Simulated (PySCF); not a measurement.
Level of theory: B3LYP-D3(BJ)/def2-TZVP (PySCF). Gas-phase values, no solvent. B3LYP has the VWN-RPA correlation part, as in Gaussian. 

Reference species (SMILES): `[Cl][In]([Cl])[Cl]` (neutral, multiplicity 1).

| Item | Result |
|---|---|
| dipole moment | 0.01 D |

Changed species: `[InH3]` (whole molecule; the reference has whole molecule).

Task: Predict the effect on the dipole moment.

Result: the dipole moment stays essentially unchanged.
